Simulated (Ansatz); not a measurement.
`O=[C]1N[CH2][GaH]1`, relaxed with RKS PBE-D4/def2-SVP in Ansatz from a rough embedded geometry. The force threshold is 0.03 eV/Å; the program also tests the step.

Charge 0, multiplicity 1.

Start:

```xyz
9

O    -0.126    0.093    2.484
C    -0.028    0.043    1.263
N     0.676    0.812    0.318
C     0.079    0.050   -0.850
Ga   -0.921   -1.180   -0.712
H     1.331    1.615    0.319
H     0.873   -0.450   -1.398
H    -0.509    0.692   -1.488
H    -1.375   -1.673    0.064
```

```
step  energy (eV)  largest force (eV/Å)  largest move (Å)
   1  -58018.4317                24.260             0.000
   2  -58023.4162                 9.263             0.195
   3  -58025.5556                 3.556             0.197
   4  -58026.3113                 0.811             0.199
   5  -58026.7446                 1.372             0.200
   6  -58027.3924                 1.741             0.196
   7  -58027.7320                 1.286             0.195
   8  -58027.9197                 0.547             0.200
   9  -58028.0378                 0.714             0.200
  10  -58028.0741                 0.292             0.195
  11  -58028.0793                 0.224             0.049
  12  -58028.0816                 0.019             0.011
```

End:

```xyz
9

O     0.165    0.413    2.540
C     0.009    0.125    1.372
N     0.582    0.728    0.260
C     0.194    0.155   -1.027
Ga   -0.957   -1.159    0.038
H     1.234    1.518    0.368
H     1.047   -0.276   -1.595
H    -0.347    0.869   -1.684
H    -1.927   -2.374   -0.272
```

It took 14 s on 4 threads of an Arm Neoverse V2 on a shared host, with 0.16 GiB of host memory at the peak.
